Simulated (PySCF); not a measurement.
Precursor series Hf Cl-OH. Gas-phase values, no solvent. One relaxed conformer stands for each flexible species; it need not be the lowest.

Calculation: TPSSh-D3(BJ)/def2-TZVP // BP86-D3(BJ)/def2-SVP run with PySCF 2.14.0. 

| species | mean distance from the central atom to its bonded neighbours (Å) | LUMO (eV) |
|---|---|---|
| 0 of 4 Cl replaced by OH | 2.338 | -2.68 |
| 1 of 4 Cl replaced by OH ([Hf(Cl)3(OH)]) | 2.241 | [?] |
| 2 of 4 Cl replaced by OH ([Hf(Cl)2(OH)2]) | 2.144 | -1.23 |
| 3 of 4 Cl replaced by OH | 2.045 | -0.37 |
| 4 of 4 Cl replaced by OH | 1.942 | [?] |

Problem. What belongs in the gaps?

Solution. 
- 1 of 4 Cl replaced by OH ([Hf(Cl)3(OH)]), LUMO (eV): -1.95
- 4 of 4 Cl replaced by OH, LUMO (eV): -0.13
